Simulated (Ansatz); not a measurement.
`[SiH3][O][GaH2]` + `[OH][Ge][F]` → `[F][Ge][O][SiH3]` + `[OH][GaH2]` at 298.15 K and 1 bar (ligand exchange at the Si–O bond).

Isolated molecules relaxed with PBE0-D4/def2-TZVP in Ansatz; ΔE leaves out vibrations. CCSD(T)/CBS is the MP2 limit (def2-TZVPP, def2-QZVPP) plus CCSD(T) − MP2 in def2-TZVPP, frozen cores. For Ga, Ge outer-core shells are correlated without core-valence functions, which leaves a few kJ/mol of doubt a bond. Scalar relativity is left out up to krypton. Each species was taken in one conformer, which may not be the lowest.

```
           species  CCSD(T)/CBS energy (Eh)  H − E (kJ/mol)  S (J/(mol·K))
 `[SiH3][O][GaH2]`              -2291.24790           130.4          331.5
     `[OH][Ge][F]`              -2251.74560            53.1          280.4
`[F][Ge][O][SiH3]`              -2542.06230           101.1          344.8
      `[OH][GaH2]`              -2000.92981            82.7          263.1
```

H − E and S are ideal-gas, rigid-rotor, harmonic terms from PBE0-D4/def2-TZVP, for one conformer and one mirror image of each species. 1 Eh = 2625.50 kJ/mol, R = 8.31446 J/(mol·K).

Q: By hand: ΔE, ΔH, ΔS and ΔG.

A: ΔE = (-2542.06230) + (-2000.92981) − (-2291.24790) − (-2251.74560) = 0.00139 Eh = 3.6 kJ/mol. Δ(H − E) = 101.1 + 82.7 − 130.4 − 53.1 = 0.3, so ΔH = 3.9 kJ/mol. ΔS = 344.8 + 263.1 − 331.5 − 280.4 = -4.0 J/(mol·K). ΔG = 3.9 − 298.15 × (-4.0)/1000 = 5.1 kJ/mol.

Q: By hand: the equilibrium constant, and the temperature at which ΔG would vanish if ΔH and ΔS stayed fixed.

A: log₁₀ K = −ΔG/(RT ln 10) = -0.9. ΔH and −TΔS have one sign here, so there is no such temperature.

The number of gas molecules stays the same, so ΔS is small and ΔH decides. The sign of ΔG lies within the doubt. A doubt of 5 kJ/mol in ΔE shifts log₁₀ K by 0.9 here. Other conformers and mirror images would add mixing entropy, several J/(mol·K) or more a flexible species. These are equilibria of isolated gas molecules and say nothing of rates. Largest T1 diagnostic: 0.015 (customary marks: 0.02 for closed shells, 0.045 for open ones).

ΔS is within the doubt of such terms, so its sign, and with it that verdict, could turn.
